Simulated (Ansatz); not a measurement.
One change: `[F][Zn][CH2]BCl` becomes `CBCl`.

Ansatz, PBE0-D4/def2-TZVP geometries, multiplicity 1. Each molecule was computed in one conformer, which needn't be the lowest.

Scalar relativity is left out up to krypton.

```
                                        property  `[F][Zn][CH2]BCl`
size of the dipole moment (B3LYP/def2-TZVPP) / D               2.60
              HOMO energy (PBE0/def2-TZVPP) / eV              -8.54
             HOMO energy (B3LYP/def2-TZVPP) / eV              -8.32
             LUMO energy (B3LYP/def2-TZVPP) / eV              -1.86
              LUMO energy (PBE0/def2-TZVPP) / eV              -1.61
            HOMO–LUMO gap (PBE0/def2-TZVPP) / eV               6.93
```

**Question.** What does the change do to each property? (An estimate is asked.)

**Answer.** Computed: 
```csv
property,`CBCl`,shift
size of the dipole moment (B3LYP/def2-TZVPP) / D,1.31,-1.29
HOMO energy (PBE0/def2-TZVPP) / eV,-8.43,0.11
HOMO energy (B3LYP/def2-TZVPP) / eV,-8.20,0.12
LUMO energy (B3LYP/def2-TZVPP) / eV,-1.40,0.46
LUMO energy (PBE0/def2-TZVPP) / eV,-1.18,0.43
HOMO–LUMO gap (PBE0/def2-TZVPP) / eV,7.25,0.32
```

With PBE0 the HOMO rises by 0.11 eV and the LUMO rises by 0.43 eV, so the gap widens by about 0.32 eV. PBE moves the HOMO by 0.16 eV and ωB97M-V by 0.06 eV. Dipoles are sizes alone; their direction can turn.

B3LYP here is the variant with VWN-RPA as its local correlation; programs differ in this.
